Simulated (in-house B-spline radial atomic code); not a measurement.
## RPA and G0W0 on PBE0: the calcium ion Ca⁺

Configuration [Ar] 4s1, highest spin, mean-field start PBE0. Computed with a B-spline radial code for spherical atoms: all electrons, non-relativistic, point nucleus, each spin shell either full or empty, empty states to l = 9 with an (l + 1/2)⁻⁴ tail; G0W0 by contour deformation at full frequency.

Command:
```bash
python run_gw.py task.json out
```
Settings (radii: box in bohr, nucleus in fm):
```
Z                        20
electrons                19
configuration            [Ar] 4s1
hamiltonian              nr
method                   pbe0
lmax                     9
spin_polarised           True
box_radius               23.78
intervals                51
ion_configuration        [Ne] 3s2 3p6
```

Run time, properties included: 1.6 s on 1 thread of Intel(R) Xeon(R) 6975P-C (Granite Rapids), with other jobs on the host.

Energies (hartree):

```
                                     term       value
                         mean-field total  -677.17209
Hartree-Fock functional on these orbitals  -676.56363
                      direct second order     -1.3329
                    second-order exchange     0.45659
                         SOSEX correction     0.41191
```

**Question.** What is the RPA correlation energy, and what remains with SOSEX?

**Answer.** RPA gives -1.1515 hartree (-1.65 eV per electron); RPA + SOSEX gives -0.73962, and the second-order doubles -0.87627 hartree (no singles). RPA lacks exchange-type terms and so overcorrelates at short range.

Quasi-particle levels (eV):

```json
{"level": "4s up", "occupied": "yes", "mean field": "-9.915", "Σx - vxc": "-1.40", "Σc": "?", "QP weight": "?", "G0W0": "?"}
{"level": "4s down", "occupied": "no", "mean field": "-7.345", "Σx - vxc": "2.86", "Σc": "-1.75", "QP weight": "0.850", "G0W0": "-6.235"}
```

G0W0 = mean field + (Σx - vxc) + Σc, with Σc (partial-wave tail included) taken at the quasi-particle energy. Only the outer levels were computed. Levels of low weight are left out.

**Question.** Where does G0W0 put 4s up?

**Answer.** At -12.285 eV, with Σc = -0.97 eV and a quasi-particle weight of 0.927. The tabulated removal energy is 11.872 eV (NIST, measured); the calculation leaves out relativity, Breit and QED terms, and what these don't explain is the method's own error.

**Question.** What does it cost to remove one electron (to [Ne] 3s2 3p6) by differences of total energies, each species on its own start (correlation terms add to the Hartree-Fock functional)?

**Answer.** PBE0 11.875 eV, Hartree-Fock functional 11.293 eV, + RPA 12.233 eV, + RPA + SOSEX 11.728 eV, + second order 12.043 eV. Tabulated: 11.872 eV (NIST, measured); the calculation leaves out relativity, Breit and QED terms, and what these don't explain is the method's own error.
